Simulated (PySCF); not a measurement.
## Calculated data, CH6B2N

Calculation on a computer-drawn molecule: the log of a Hartree-Fock and frozen-core CCSD(T) single point meant for a local Hartree-Fock minimum, with one planted fault or none, to be diagnosed. Offsets are logged minus clean, where the clean run is the same molecule without the fault. The reference is restricted for singlets and unrestricted otherwise, and also for a bond in bohr or an excited solution. Adding or removing an electron swaps singlet and doublet. The excited solution moves the top pair (singlet) or top alpha electron (doublet) to the lowest empty orbital. Highest occupied and lowest empty are orbital energies over both spins, largest force is the largest gradient component, triples share is (T) over the correlation energy, the T1 limit is 0.02 restricted and 0.045 unrestricted, electrons count all cores, a negative frequency is imaginary (commonest isotopes), and the dipole is about the centre of nuclear charge. Program: PySCF 2.14.0.

```yaml
- formula: CH6B2N
  logged_structure:
    atoms_angstrom:
      - [B, -3.0969, 0.5188, -0.0421]
      - [B, -1.7895, -0.3861, -0.6368]
      - [C, -0.3309, -0.1732, -0.2913]
      - ["N", 0.6936, -0.8947, -0.8218]
      - [H, -3.6917, 0.21, 0.9614]
      - [H, -3.526, 1.486, -0.6218]
      - [H, -2.0433, -1.2917, -1.4063]
      - [H, 0.0101, 0.6055, 0.3845]
      - [H, 1.6005, -0.8622, -0.4067]
      - [H, 0.4798, -1.7269, -1.3314]
  given:
    meant_charge: 0
    meant_multiplicity: 2
    meant_basis: cc-pVDZ
    logged_electrons: 28
    logged_basis_functions: 86
    logged_SCF_converged: "yes"
    logged_spin_squared: 0.0
    "logged_highest_occupied [eV]": -16.717
    "logged_lowest_empty [eV]": -5.612
    "logged_largest_force [hartree/bohr]": 0.14001
    logged_T1_diagnostic: 0.020235
    logged_D1_diagnostic: 0.081007
    logged_triples_share: 0.031278
    logged_CC_converged: "yes"
    "logged_dipole_magnitude [debye]": 4.3752
    logged_SCF_stable_within_its_kind: "yes"
    "logged_energy_HF [hartree]": -144.87492
    "logged_energy_CCSD(T) [hartree]": -145.38879
    possible_faults: "no fault, one electron removed, one electron added, multiplicity raised by two, geometry at a saddle point, SCF held on an excited solution, minimal basis STO-3G, one bond length entered in bohr, all coordinates scaled"
    drawn_bonds_atom: [1, 2, 3, 1, 1, 2, 3, 4, 4]
    drawn_bonds_other_atom: [2, 3, 4, 5, 6, 7, 8, 9, 10]
    drawn_bonds_order: [1, 1, 1, 1, 1, 1, 1, 1, 1]
  results:
    planted_fault: "one electron removed"
    "HF_energy_offset_from_clean_run [kcal/mol]": 154.6
    "CCSD(T)_energy_offset_from_clean_run [kcal/mol]": 160.1
  notes: ["T1 above single-reference limit"]
```
